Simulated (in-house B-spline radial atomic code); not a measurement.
Results of a calculation; reference values are marked as such.
Weak and strong correlation along the adiabatic connection

Two-electron singlets in several external potentials (atomic units), by full CI in B-splines with partial waves to l = 8 (correlation energies up to 0.6 % small). The repulsion is scaled by λ at fixed density; W(λ) is the mean repulsion less the Hartree energy, W(0) = E_x, and the area under W from 0 to 1 is E_xc.

Relative drop (W(λ) − E_x)/E_x:

```json
{"system": "ω²r²/2, ω = 0.228", "λ = 0.12": "0.0337", "λ = 0.25": "0.0645", "λ = 0.4": "0.0940", "λ = 0.6": "0.1257", "λ = 0.8": "0.1509", "λ = 1": "0.1714"}
{"system": "−Z exp(−kr)/r, Z = 3.14, k = 0.665", "λ = 0.12": "0.0068", "λ = 0.25": "0.0140", "λ = 0.4": "0.0220", "λ = 0.6": "0.0321", "λ = 0.8": "0.0417", "λ = 1": "0.0509"}
{"system": "−Z exp(−kr)/r, Z = 1.91, k = 0.0682", "λ = 0.12": "0.0117", "λ = 0.25": "0.0237", "λ = 0.4": "0.0366", "λ = 0.6": "0.0526", "λ = 0.8": "0.0673", "λ = 1": "0.0808"}
{"system": "−V exp(−r²/w²), V = 1.33, w = 8.04", "λ = 0.12": "0.0375", "λ = 0.25": "0.0710", "λ = 0.4": "0.1025", "λ = 0.6": "0.1357", "λ = 0.8": "0.1615", "λ = 1": "0.1822"}
{"system": "ω²r²/2 − Z/r, ω = 0.0142, Z = 1.5", "λ = 0.12": "0.0162", "λ = 0.25": "0.0324", "λ = 0.4": "0.0495", "λ = 0.6": "0.0701", "λ = 0.8": "0.0885", "λ = 1": "0.1049"}
{"system": "ω²r²/2, ω = 19.7", "λ = 0.12": "0.0034", "λ = 0.25": "0.0070", "λ = 0.4": "0.0111", "λ = 0.6": "0.0164", "λ = 0.8": "0.0216", "λ = 1": "0.0267"}
{"system": "ω²r²/2, ω = 0.0861", "λ = 0.12": "0.0564", "λ = 0.25": "0.1018", "λ = 0.4": "0.1406", "λ = 0.6": "0.1778", "λ = 0.8": "0.2045", "λ = 1": "0.2247"}
```

Order the systems by how far second-order (GL2) theory, half the initial slope (estimated from the first points of each curve), overshoots the correlation energy, least first.
A. −Z exp(−kr)/r, Z = 1.91, k = 0.0682
B. ω²r²/2, ω = 19.7
C. ω²r²/2, ω = 0.228
D. −V exp(−r²/w²), V = 1.33, w = 8.04
E. ω²r²/2 − Z/r, ω = 0.0142, Z = 1.5
F. ω²r²/2, ω = 0.0861
G. −Z exp(−kr)/r, Z = 3.14, k = 0.665

B (GL2/E_c = 1.05), G (GL2/E_c = 1.09), A (GL2/E_c = 1.16), E (GL2/E_c = 1.22), C (GL2/E_c = 1.49), D (GL2/E_c = 1.55), F (GL2/E_c = 1.86).

What else changes along this order?

The ratio follows the bend of the curve. With it the leading natural occupation goes from 1.998 to 1.802 and −T_c/E_c from 0.96 to 0.54 between the first and the last.
